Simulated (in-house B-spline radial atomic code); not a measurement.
**Ionising neutral iron with different functionals**

Computed with a radial B-spline atomic code at the basis-set limit: non-relativistic Hamiltonian, point nucleus, spin-polarised at highest spin, spherical fractional occupations for the functionals, and exact exchange of hybrids averaged over the configuration. The ionisation energy is the difference of two self-consistent energies, [Ar] 3d6 4s2 → [Ar] 3d6 4s1, without Breit or QED terms; ε is the level of the shell that loses the electron (its least bound occupied spin orbital).

```
   method                    rung  ΔSCF (eV)  -ε(4s) (eV)
     PBE0           global hybrid       7.54         5.43
    B3LYP           global hybrid       7.94         5.44
    TPSSh           global hybrid       7.46         5.01
   M06-2X           global hybrid       7.97         6.19
BHandHLYP           global hybrid          ?            ?
  r2SCAN0           global hybrid       7.47         5.58
    B97-1           global hybrid          ?            ?
    HSE06  range-separated hybrid       7.56         5.09
    wB97X  range-separated hybrid       8.17         7.60
CAM-B3LYP  range-separated hybrid       7.87         6.62
  LC-wPBE  range-separated hybrid       7.37         7.50
```

Question: What does BHandHLYP give?

Answer: ΔSCF 7.64 eV, and -ε(4s) = 6.08 eV.

Question: What does B97-1 give?

Answer: ΔSCF 8.04 eV, and -ε(4s) = 5.36 eV.

Question: Among the functionals, which spreads more, the ΔSCF values or the orbital energies?

Answer: The orbital energies: ΔSCF values span about 0.80 eV and the orbital energies 2.59 eV.

Question: How do they compare with the NIST value?

Answer: NIST lists 7.902 eV (measured, ground level to ground level). Errors run from -0.54 to +0.27 eV; CAM-B3LYP is closest (-0.03 eV), but part of that can be cancellation, since the calculations leave out relativity, Breit-QED terms, multiplet and fine-structure energies.
